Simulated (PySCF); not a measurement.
This PySCF input asks for the NMR shieldings of SMILES [SiH3]CC[SiH2]S[SiH3], C$_{2}$H$_{12}$SSi$_{3}$; the geometry comes from GFN2-xTB.

```python
import basis_set_exchange as bse
import numpy as np
from pyscf import gto, dft
from pyscf.prop import nmr

atoms = """
Si   -2.375391    1.544472   -0.249634
C    -1.348803   -0.044161   -0.060766
C    -0.474978   -0.333234   -1.283245
Si    0.655308   -1.840544   -1.026542
S     1.815676   -1.588634    0.773258
Si    2.803801    0.291652    0.492411
H    -3.206053    1.729578    0.940123
H    -1.466650    2.684075   -0.407420
H    -3.218206    1.435457   -1.442942
H    -0.714582    0.034735    0.825689
H    -2.006830   -0.897284    0.116054
H    -1.112731   -0.500863   -2.152485
H     0.131207    0.546694   -1.514167
H    -0.094616   -3.057074   -0.749041
H     1.584456   -1.992739   -2.144380
H     3.678420    0.384223    1.646728
H     1.810726    1.360942    0.466903
H     3.530488    0.249023   -0.771719
"""
names = dict.fromkeys(["Si", "C", "S", "H"], "pcSseg-1")
basis = {el: gto.basis.parse(bse.get_basis(n, elements=[el], fmt="nwchem")) for el, n in names.items()}
mol = gto.M(atom=atoms, basis=basis, charge=0, verbose=0)
mf = dft.RKS(mol, xc="PBE0")
mf.grids.level = 2
mf.grids.alignment = dft.numint.BLKSIZE   # the property module wants whole blocks of grid points
mf.conv_tol = 1e-9
mf.kernel()

calc = nmr.RKS(mf)   # GIAO
C = mf.mo_coeff
Co = C[:, mf.mo_occ > 0]
resp = mf.gen_response(singlet=True, hermi=2)
def vind(x):   # induced exchange potential for any number of trial vectors
    d = np.einsum("pi,xij,qj->xpq", C, 2 * x.reshape(-1, C.shape[1], Co.shape[1]), Co, optimize=True)
    return np.einsum("xpq,pi,qj->xij", resp(d - d.transpose(0, 2, 1)), C, Co, optimize=True).ravel()
mo1, _ = nmr.rhf.solve_mo1(calc, with_cphf=vind)
sigma = calc.kernel(mo1)
for i, s in enumerate(sigma):   # ppm
    w = np.linalg.eigvalsh((s + s.T) / 2)
    print("%2d %-2s iso %8.1f  s11 %8.1f  s22 %8.1f  s33 %8.1f" % (i, mol.atom_pure_symbol(i), w.mean(), *w))
```

**Question.** What are the results?

**Answer.** 
```
 0 Si iso    415.0  s11    384.3  s22    391.5  s33    469.4
 1 C  iso    183.7  s11    174.1  s22    183.0  s33    194.1
 2 C  iso    176.0  s11    164.9  s22    172.6  s33    190.6
 3 Si iso    370.4  s11    313.4  s22    385.9  s33    411.9
 4 S  iso    845.4  s11    800.8  s22    851.9  s33    883.6
 5 Si iso    410.5  s11    374.2  s22    401.0  s33    456.5
 6 H  iso     27.7  s11     24.0  s22     25.2  s33     33.8
 7 H  iso     28.0  s11     24.4  s22     26.9  s33     32.6
 8 H  iso     27.9  s11     24.5  s22     26.1  s33     33.2
 9 H  iso     30.5  s11     23.9  s22     31.3  s33     36.3
10 H  iso     31.3  s11     25.8  s22     29.9  s33     38.1
11 H  iso     31.0  s11     25.5  s22     29.7  s33     37.6
12 H  iso     30.9  s11     27.0  s22     30.1  s33     35.7
13 H  iso     27.0  s11     22.7  s22     25.1  s33     33.3
14 H  iso     26.7  s11     22.2  s22     25.1  s33     32.8
15 H  iso     27.1  s11     23.1  s22     24.6  s33     33.7
16 H  iso     27.2  s11     22.2  s22     27.4  s33     32.1
17 H  iso     27.2  s11     23.6  s22     24.7  s33     33.2
```

These numbers come from an equivalent density-fitted implementation of the same equations, which agrees with the script to about 0.01 ppm for H and up to a few tenths of a ppm for heavy atoms, so last digits may differ.

**Question.** Turn these shieldings into chemical shifts. δ = σ(ref) − σ, references computed at the same level: TMS for $^{29}$Si (σref 349.16) and $^{13}$C (σref 186.93) and $^{1}$H (σref 31.72); $^{33}$S (σref 503.73) against CS2.

**Answer.** Averaging equivalent atoms: Si 3: -21.2; Si 5: -61.4; Si 0: -65.9; C 2: 10.9; C 1: 3.2; S 4: -342; H 13/14: 4.87; H 15/16/17: 4.55; H 6/7/8: 3.87; H 9/10: 0.84; H 11/12: 0.78 ppm. 

Size and cost of the density-fitted run: 190 basis functions, 24 s wall time on 1 thread of an Intel Xeon 6975P-C, shared host; peak memory 0.85 GiB.
